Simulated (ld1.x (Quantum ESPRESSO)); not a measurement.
## Before and after: RRKJ potential for nitrogen

ld1.x (Quantum ESPRESSO) 7.5 input, shortened:

```
&input
   title='N', zed=7., rel=1, dft='PZ', iswitch=3,
   config='[He] 2s2 2p3'
 /
 &inputp
   pseudotype=2, tm=.false., lloc=1,
   nlcc=.true.
 /
2
2S  1  0   2.00   0.00  0.95  0.95  0.0
2P  2  1   3.00   0.00  2.20  2.20  0.0
 &test
   configts(1)='2s2 2p3'
 /
```

All-electron outer shells of the reference configuration (LDA (PZ), scalar-relativistic, ld1.x):

```tsv
shell	level (eV)	outermost node (bohr)	outermost maximum (bohr)
1s	-381.53	–	0.15
2s	-18.42	0.32	1.02
2p	-7.24	–	0.97
```

Change: wave 2s (bound): rc 0.95 bohr becomes 2s (bound): rc 1.06 bohr.

Cutoffs: the cutoffs (Ry, on a coarse ladder) from which the occupation-weighted sum of valence levels, in a spherical-Bessel basis at the reference potential, stays within 10 and 1 mRy of its value at 400 Ry; they do not see the model core or the augmentation charge, which bear on the density cutoff. Errors are all-electron minus pseudo energies relative to the spin-unpolarised reference configuration.

Task: What does the change do?

Result: The potential gets softer (80 Ry and 100 Ry → 70 Ry and 90 Ry); the errors of the 9 common tests hardly move; neither file shows a bound ghost. A larger radius leaves more room for a smooth pseudo-wave, so fewer plane waves are needed.

| quantity | base | changed |
| --- | --- | --- |
| cutoff, loose | 80 Ry | 70 Ry |
| cutoff, tight | 100 Ry | 90 Ry |
| loose cutoff by channel (10 mRy a level) | s 70 Ry, p 25 Ry | s 60 Ry, p 25 Ry |
| bound ghosts | none | none |
| error for 2s2 2p2, meV [ΔE 13.73 eV] | +28 | +28 |
| error for 2s2 2p1, meV [ΔE 42.70 eV] | +443 | +442 |
| error for 2s2 2p0, meV [ΔE 89.87 eV] | +2052 | +2051 |
| error for 2s2 2p2.5, meV [ΔE 5.17 eV] | +0.5 | +0.4 |
| error for 2s1 2p3, meV [ΔE 25.18 eV] | -134 | -134 |
| error for 2s1 2p0, meV [ΔE 167.34 eV] | +3426 | +3428 |
| error for 2s1 2p4, meV [ΔE 11.20 eV] | +0.1 | +0.1 |
| error for 2s2 2p3 (spin-polarised), meV [ΔE -2.89 eV] | +9.2 | +9.0 |
| error for 2s2 2p2 (spin-polarised), meV [ΔE 12.04 eV] | -2.1 | -2.3 |
| s: phases at 2.39 bohr within 0.05 rad from the reference energy up to (Ry; the scan ends near 5) | 0.7 | 0.7 |
| p: phases at 2.39 bohr within 0.05 rad from the reference energy up to (Ry; the scan ends near 5) | 0.8 | 0.8 |
